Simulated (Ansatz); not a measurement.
This geometry of ClH + GaH4N (8 atoms, charge 0, multiplicity 1) is a first-order saddle point.

Method: RHF/def2-SVP in Ansatz 0.2.0.

```xyz
8
Properties=species:S:1:pos:R:3
Ga -0.003 -0.022 0.160
N -0.022 0.109 2.068
H -0.799 -0.291 2.568
H 0.825 -0.101 2.569
H 1.414 -0.029 -0.495
H -1.379 -0.352 -0.501
Cl -0.325 2.734 0.963
H -0.198 1.624 1.812
```

(1) Which two structures does it join? (They come from a converged band through this point; their orientation in space is the band's.)

(2) How far does it lie above each of them?

## Answers

(1) Bonds broken: Cl7–H8. Bonds formed: Ga1–Cl7, N2–H8. ClH + GaH4N becomes ClGaH5N.

Image 0:

```xyz
8
Properties=species:S:1:pos:R:3
Ga 0.034 -0.324 0.122
N -0.002 -0.050 1.945
H -0.801 -0.302 2.498
H 0.830 -0.110 2.502
H 1.433 -0.254 -0.577
H -1.339 -0.581 -0.584
Cl -0.393 3.246 1.393
H -0.251 2.048 1.845
```

Image 6:

```xyz
8
Properties=species:S:1:pos:R:3
Ga -0.059 0.486 0.020
N -0.037 0.197 2.166
H -0.772 -0.410 2.493
H 0.841 -0.162 2.505
H 1.393 0.027 -0.379
H -1.377 -0.271 -0.390
Cl -0.298 2.697 0.157
H -0.179 1.109 2.573
```

(2) 0.127 eV above the first and 2.027 eV above the second. This is the barrier of this one path; another mechanism may lie lower. The orbitals stay closed-shell, which can raise the energy where a bond breaks towards radicals; this wasn't checked here.

Run time: 66 s on 1 thread of Arm Neoverse V2, on a shared host, peak memory 0.17 GiB.
